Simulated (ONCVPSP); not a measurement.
**iodine (I): one change to an ONCV potential, before and after**

- Element: iodine (I)
- Generator: ONCVPSP 4.0.1
- Type: optimised norm-conserving Vanderbilt (ONCV)
- Functional: PBEsol
- Relativity: scalar-relativistic
- Frozen core: [Kr] 4d10
- Valence charge: 7
- Reference configuration: 5s2 5p5
- Partial waves: 5s: rc 1.75 bohr, ncon 4, nbas 8, qcut 3.2 1/bohr, 2 projectors, debl 1.3 Ha; 5p: rc 2.20 bohr, ncon 5, nbas 8, qcut 3.3 1/bohr, 2 projectors, debl 0.5 Ha
- Local potential: polynomial inside 1.50 bohr (lpopt 5, dvloc0 0 Ha)
- Core correction: Teter function, fcfact 4.25, rcfact 1.1

Change: core correction Teter function, fcfact 4, rcfact 1.65.

Cutoffs: the cutoffs (Ha) at which the residual kinetic energy of the hardest occupied pseudo-wave falls to 1 and 0.1 mHa per electron; they do not see the model core or the augmentation charge, which bear on the density cutoff. Errors are all-electron minus pseudo energies relative to the spin-unpolarised reference configuration.

Task: How do hardness, ghosts and transferability respond?

Result: The potential gets neither clearly harder nor softer (41 Ha and 55 Ha → 41 Ha and 55 Ha); of the 4 tests that both files solve, the error grows in 4 and shrinks in 0 by more than 15 % and 0.3 meV (median size 44.4 → 261.0 meV); neither file shows a bound ghost. A model core, the more so a compact one, raises the density cutoff, which this test does not measure.

```csv
quantity,base,changed
"cutoff, loose",41 Ha,41 Ha
"cutoff, tight",55 Ha,55 Ha
bound ghosts,none,none
GHOST(+) flags under 300 eV,s at 14.2 eV,s at 14.2 eV
"error for 5s2 5p4, meV [ΔE 11.15 eV]",-5.9,-22
"error for 5s2 5p3, meV [ΔE 31.04 eV]",-25,-127
"error for 5s2 5p2, meV [ΔE 60.42 eV]",-64,-395
"error for 5s2 5p1, meV [ΔE 99.92 eV]",-130,-928
s: phases at 1.77 bohr within 0.05 rad from the reference energy up to (Ha; the scan ends near 5),to the end of the scan,to the end of the scan
p: phases at 2.24 bohr within 0.05 rad from the reference energy up to (Ha; the scan ends near 5),2.4,2.4
"rms error of d²Exc/dni dnj with the model core, mHa",2.36,3.43
```
